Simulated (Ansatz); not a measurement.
Basis-set extrapolation for `BCBF` (PBE0-D4/def2-TZVP geometry, frozen core, the Gaussian-basis code of Ansatz). Multiplicity 1, RHF reference.

```csv
,def2-TZVPP,def2-QZVPP
HF,-189.706957,-189.715885
MP2 correlation,-0.622006,-0.669862
CCSD(T) correlation,-0.679511,not run
```

Energies in hartree. Use E(X) = E(∞) + A·exp(−7.88·√X) for Hartree–Fock and E(X) = E(∞) + B·X^(−2.97) for correlation, with X = 3 and 4, and add CCSD(T) minus MP2 of the smaller set to the MP2 limit.

Question: What is the CCSD(T) energy at the basis-set limit?

Answer: HF limit: -189.715885 + (-0.008928) × 0.13774 = -189.71711. MP2 limit: -0.669862 + (-0.047856) × 0.74074 = -0.70531. Higher-order term: -0.679511 − (-0.622006) = -0.05751. Total: -190.47993 hartree, 2.54 eV below CCSD(T)/def2-TZVPP.
